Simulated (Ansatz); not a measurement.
CH4Sn (SMILES [CH3][SnH]) moved off its minimum; all values from Ansatz (a program for electronic structure), cores frozen in correlated methods. Elements past Kr take the def2 small-core potentials, without spin–orbit coupling.
(charge 0, multiplicity 1)
```xyz
6

Sn    -0.0274     0.2278     0.1854
H     -0.3266     1.4394    -1.0667
C     -0.0379    -1.4441    -1.1640
H      0.6686    -1.2615    -1.9402
H     -1.0475    -1.5115    -1.6365
H      0.2686    -2.4119    -0.6443
```

Forces at r2SCAN/def2-TZVPP (eV/Å):

| atom | Fx | Fy | Fz |
|---|---|---|---|
| Sn1 | 0.045 | 0.321 | 0.634 |
| H2 | -0.038 | -0.002 | -0.187 |
| C3 | -0.563 | -1.466 | 0.757 |
| H4 | 0.572 | 0.167 | -0.836 |
| H5 | 0.673 | -0.203 | 0.320 |
| H6 | -0.688 | 1.184 | -0.689 |

Question: Give the forces (eV/Å), the total energy and the dipole at CCSD(T)/def2-TZVPPD.

Answer: 
```
atom      Fx      Fy      Fz
----  ------  ------  ------
Sn1    0.054   0.437   0.795
H2    -0.053   0.094  -0.224
C3    -0.574  -1.623   0.641
H4     0.607   0.161  -0.845
H5     0.649  -0.222   0.326
H6    -0.684   1.153  -0.693
```
Energy -253.8440 hartree, dipole 0.56 D.

Doubts at one or more of the structures used: a restricted determinant that unrestricted orbitals would lower (CCSD(T)/def2-TZVPPD).
